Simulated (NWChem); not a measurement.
All runs are NWChem calculations. System: CNO, charge 0, spin multiplicity 2, at a geometry optimised with UPBE/def2-SVP. The structure started from a generated list of species. Its SCF solution wasn't tested for a lower state. Level: UPBE0/def2-TZVP.

Job file:

```
start mol
memory heap 200 mb stack 900 mb global 1100 mb
geometry units angstroms nocenter noautoz
  N      0.000000     0.000000     1.279122
  C      0.000000     0.000000     0.041797
  O      0.000000     0.000000    -1.150580
  symmetry group C2v
end
basis spherical
  * library def2-tzvp
end
dft
  xc pbe0
  odft
  mult 2
  semidirect memsize 60000000 filesize 0
  iterations 100
end
task dft energy
```

NWChem printed:

```
             Northwest Computational Chemistry Package (NWChem) 7.3.0
             --------------------------------------------------------

                                NWChem Input Module
                                -------------------

 Scaling coordinates for geometry "geometry" by  1.889725989
 (inverse scale =  0.529177249)

 Turning off AUTOSYM since
 SYMMETRY directive was detected!

                             Geometry "geometry" -> ""
                             -------------------------

 Output coordinates in angstroms (scale by  1.889725989 to convert to a.u.)

  No.       Tag          Charge          X              Y              Z
 ---- ---------------- ---------- -------------- -------------- --------------
    1 N                    7.0000     0.00000000     0.00000000     1.27912200
    2 C                    6.0000     0.00000000     0.00000000     0.04179700
    3 O                    8.0000     0.00000000     0.00000000    -1.15058000

 Effective nuclear repulsion energy (a.u.)      51.4614357689

            Nuclear Dipole moment (a.u.)
            ----------------------------
        X                 Y               Z
 ---------------- ---------------- ----------------
     0.0000000000     0.0000000000    -0.0000075589

      Symmetry information
      --------------------

 Group name             C2v
 Group number             16
 Group order               4
 No. of unique centers     3

      Symmetry unique atoms

     1    2    3


 Summary of "ao basis" -> "" (spherical)
 ------------------------------------------------------------------------------
       Tag                 Description            Shells   Functions and Types
 ---------------- ------------------------------  ------  ---------------------
 *                         def2-tzvp                  on all atoms

                                 NWChem DFT Module
                                 -----------------

 Summary of "ao basis" -> "ao basis" (spherical)
 ------------------------------------------------------------------------------
       Tag                 Description            Shells   Functions and Types
 ---------------- ------------------------------  ------  ---------------------
 N                         def2-tzvp                11       31   5s3p2d1f
 C                         def2-tzvp                11       31   5s3p2d1f
 O                         def2-tzvp                11       31   5s3p2d1f

 Summary of "ao basis" -> "ao basis" (spherical)
 ------------------------------------------------------------------------------
       Tag                 Description            Shells   Functions and Types
 ---------------- ------------------------------  ------  ---------------------
 N                         def2-tzvp                11       31   5s3p2d1f
 C                         def2-tzvp                11       31   5s3p2d1f
 O                         def2-tzvp                11       31   5s3p2d1f

      Symmetry analysis of basis
      --------------------------

        a1         42
        a2          9
        b1         21
        b2         21

            General Information
            -------------------
          SCF calculation type: DFT
          Wavefunction type:  spin polarized.
          No. of atoms     :     3
          No. of electrons :    21
           Alpha electrons :    11
            Beta electrons :    10
          Charge           :     0
          Spin multiplicity:     2
          Use of symmetry is: on ; symmetry adaption is: on
[...]
    39     -0.191391  2 C  pz                14      0.143782  1 N  pz
     2     -0.138133  1 N  s                 34     -0.129023  2 C  s

 Vector   10  Occ=1.000000D+00  E=-3.339885D-01  Symmetry=b2
              MO Center= -1.1D-16, -3.9D-15,  3.9D-01, r^2= 1.9D+00
   Bfn.  Coefficient  Atom+Function         Bfn.  Coefficient  Atom+Function
  ----- ------------  ---------------      ----- ------------  ---------------
     7      0.346728  1 N  py                10      0.294881  1 N  py
    69     -0.291125  3 O  py                72     -0.247662  3 O  py
    13      0.200008  1 N  py                75     -0.184146  3 O  py
    38      0.133222  2 C  py                41      0.127792  2 C  py
    52      0.052969  2 C  d -1              44      0.049440  2 C  py

 Vector   11  Occ=0.000000D+00  E=-2.153618D-01  Symmetry=b1
              MO Center=  4.7D-15, -2.1D-16,  3.5D-01, r^2= 1.9D+00
   Bfn.  Coefficient  Atom+Function         Bfn.  Coefficient  Atom+Function
  ----- ------------  ---------------      ----- ------------  ---------------
     6      0.315744  1 N  px                68     -0.286773  3 O  px
     9      0.267821  1 N  px                71     -0.247454  3 O  px
    12      0.221192  1 N  px                74     -0.218704  3 O  px
    37      0.158348  2 C  px                40      0.156320  2 C  px
    43      0.078254  2 C  px                54     -0.048548  2 C  d  1

 Vector   12  Occ=0.000000D+00  E= 3.708489D-02  Symmetry=b2
              MO Center= -1.1D-16,  9.4D-14,  2.8D-01, r^2= 1.8D+00
   Bfn.  Coefficient  Atom+Function         Bfn.  Coefficient  Atom+Function
  ----- ------------  ---------------      ----- ------------  ---------------
    44      0.531359  2 C  py                13     -0.477985  1 N  py
    41      0.474913  2 C  py                38      0.392659  2 C  py
    75     -0.340287  3 O  py                 7     -0.297212  1 N  py
    10     -0.262282  1 N  py                69     -0.242938  3 O  py
    72     -0.212114  3 O  py

 Vector   13  Occ=0.000000D+00  E= 4.095442D-02  Symmetry=a1
              MO Center= -2.1D-15, -9.3D-14, -6.9D-02, r^2= 3.7D+00
   Bfn.  Coefficient  Atom+Function         Bfn.  Coefficient  Atom+Function
  ----- ------------  ---------------      ----- ------------  ---------------
    36      2.900559  2 C  s                  5     -1.481784  1 N  s
    67     -1.273325  3 O  s                 35      0.980273  2 C  s
    14      0.678582  1 N  pz                76     -0.542248  3 O  pz
     4     -0.486348  1 N  s                 66     -0.331314  3 O  s
    11      0.289922  1 N  pz                53      0.284072  2 C  d  0

   alpha - beta orbital overlaps
   -----------------------------

   alpha      1      2      3      4      5      6      7      8      9     10
    beta      1      2      3      4      5      6      8      7      9     11
 overlap   1.000  1.000  1.000  1.000  0.999  0.999  0.991  1.000  0.999  0.990

   alpha     11     12     13     14     15     16     17     18     19     20
    beta     10     14     12     13     15     16     17     18     19     22
 overlap   1.000  0.984  0.999  1.000  1.000  0.997  1.000  0.999  1.000  0.995

   alpha     21     22     23     24     25     26     27     28     29     30
    beta     20     21     24     23     26     25     27     28     29     31
 overlap   1.000  0.999  0.998  1.000  0.974  1.000  0.975  0.998  0.997  0.999

   alpha     31     32     33     34     35     36     37     38     39     40
    beta     30     32     33     34     35     36     37     39     38     41
 overlap   1.000  1.000  0.996  0.997  0.999  1.000  1.000  0.991  1.000  1.000

   alpha     41     42     43     44     45     46     47     48     49     50
    beta     40     42     44     43     45     46     48     47     49     50
 overlap   1.000  0.991  0.998  1.000  1.000  1.000  0.998  1.000  1.000  1.000

   alpha     51     52     53     54     55     56     57     58     59     60
    beta     51     53     52     55     54     56     57     58     60     59
 overlap   1.000  0.999  1.000  0.999  1.000  1.000  1.000  1.000  0.999  1.000

   alpha     61     62     63     64     65     66     67     68     69     70
    beta     61     62     63     64     65     66     67     68     69     72
 overlap   1.000  1.000  1.000  1.000  1.000  1.000  0.836  0.998  0.831  0.907

   alpha     71     72     73     74     75     76     77     78     79     80
    beta     71     70     74     73     76     75     78     77     79     80
 overlap   0.998  0.913  1.000  1.000  1.000  1.000  1.000  1.000  0.998  1.000

   alpha     81     82     83     84     85     86     87     88     89     90
    beta     81     82     84     83     86     85     88     87     89     90
 overlap   0.984  0.985  1.000  1.000  1.000  1.000  1.000  1.000  1.000  1.000

   alpha     91     92     93
    beta     91     92     93
 overlap   1.000  1.000  1.000

     --------------------------
     Expectation value of S2:
     --------------------------
      <S2> =      0.7668 (Exact =     0.7500)

 center of mass
 --------------
 x =   0.00000000 y =   0.00000000 z =   0.00043985

 moments of inertia (a.u.)
 ------------------
         157.508001283614           0.000000000000           0.000000000000
           0.000000000000         157.508001283614           0.000000000000
           0.000000000000           0.000000000000           0.000000000000

     Multipole analysis of the density
     ---------------------------------

     L   x y z        total         alpha         beta         nuclear
     -   - - -        -----         -----         ----         -------
     0   0 0 0     -0.000000    -11.000000    -10.000000     21.000000

     1   1 0 0     -0.000000     -0.000000     -0.000000      0.000000
     1   0 1 0     -0.000000     -0.000000      0.000000      0.000000
     1   0 0 1     -0.264790     -0.614110      0.349327     -0.000008

     2   2 0 0    -10.908879     -6.127062     -4.781817      0.000000
     2   1 1 0     -0.000000     -0.000000     -0.000000      0.000000
     2   1 0 1      0.000000      0.000000     -0.000000      0.000000
     2   0 2 0    -11.897334     -6.113896     -5.783438      0.000000
     2   0 1 1      0.000000      0.000000      0.000000      0.000000
     2   0 0 2    -14.879759    -49.736735    -43.900092     78.757067

 Task  times  cpu:        2.5s     wall:        2.5s

 Total times  cpu:        2.5s     wall:        2.5s
```
